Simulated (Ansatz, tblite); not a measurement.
Forces on SnMe3(OiPr) (C₆H₁₆OSn) at its r2SCAN-D4/def2-SVP geometry. The state is a singlet with charge 0.

In the def2 sets Sn takes a core potential; there is no spin–orbit coupling. The xTB rows come from tblite.

GFN2-xTB (tblite), largest force 0.77 eV/Å:

```xyz
24
positions Å, forces eV/Å
Sn    0.268   -1.160   -0.516   -0.028   -0.083    0.149
C     2.080   -0.327   -1.343    0.645    0.254   -0.320
H     1.886    0.663   -1.783    0.146   -0.381    0.164
H     2.474   -0.990   -2.128   -0.141    0.335    0.357
H     2.839   -0.224   -0.553   -0.270   -0.011   -0.364
C     0.551   -3.049    0.464    0.055   -0.613    0.416
H     0.749   -3.848   -0.267   -0.089    0.373    0.348
H    -0.358   -3.300    1.031    0.442    0.044   -0.213
H     1.397   -2.982    1.163   -0.380   -0.109   -0.277
C    -1.367   -1.211   -1.926   -0.616   -0.031   -0.456
H    -2.315   -1.153   -1.372    0.357   -0.028   -0.305
H    -1.348   -2.149   -2.501   -0.030    0.461    0.254
H    -1.310   -0.363   -2.623   -0.084   -0.374    0.239
O    -0.265    0.018    1.028    0.151    0.541   -0.116
C    -0.071    1.417    0.995    0.218   -0.088   -0.170
C    -0.366    1.947    2.392   -0.245    0.137    0.469
C    -0.953    2.085   -0.059   -0.394    0.262   -0.214
H     0.991    1.659    0.755   -0.353   -0.153    0.079
H    -1.414    1.732    2.656    0.448    0.079   -0.129
H    -0.201    3.035    2.454   -0.045   -0.472   -0.104
H     0.280    1.447    3.129   -0.249    0.179   -0.335
H    -0.705    1.726   -1.073   -0.031    0.076    0.466
H    -2.012    1.847    0.134    0.489    0.083   -0.056
H    -0.831    3.180   -0.057    0.001   -0.479    0.117
```

r2SCAN-D4/def2-TZVP (Ansatz), largest force 0.43 eV/Å:

```
Sn -0.052 0.158 0.174
C 0.144 0.081 -0.056
H 0.048 -0.276 0.123
H -0.112 0.178 0.212
H -0.215 -0.030 -0.218
C 0.011 -0.141 0.124
H -0.057 0.233 0.200
H 0.265 0.071 -0.165
H -0.244 -0.021 -0.204
C -0.149 0.014 -0.092
H 0.268 -0.015 -0.152
H 0.004 0.255 0.158
H -0.010 -0.236 0.195
O 0.079 -0.312 -0.280
C 0.252 0.236 -0.087
C -0.071 0.036 0.214
C -0.162 0.065 -0.138
H -0.261 -0.091 0.054
H 0.262 0.069 -0.069
H -0.041 -0.279 -0.029
H -0.163 0.140 -0.193
H -0.050 0.081 0.256
H 0.273 0.066 -0.044
H -0.019 -0.282 0.019
```

PBE0-D4/def2-TZVP (Ansatz), largest force 0.47 eV/Å:

```
Sn -0.072 0.178 0.242
C 0.070 0.042 -0.028
H 0.045 -0.286 0.128
H -0.117 0.182 0.219
H -0.224 -0.033 -0.222
C 0.005 -0.081 0.081
H -0.057 0.240 0.202
H 0.270 0.076 -0.171
H -0.249 -0.019 -0.210
C -0.081 0.017 -0.033
H 0.279 -0.016 -0.154
H 0.010 0.264 0.165
H -0.007 -0.239 0.203
O 0.177 -0.048 -0.429
C 0.147 0.018 -0.050
C -0.049 -0.001 0.098
C -0.096 0.010 -0.058
H -0.334 -0.105 0.074
H 0.280 0.076 -0.068
H -0.042 -0.290 -0.026
H -0.169 0.147 -0.202
H -0.059 0.096 0.272
H 0.294 0.076 -0.052
H -0.018 -0.304 0.021
```
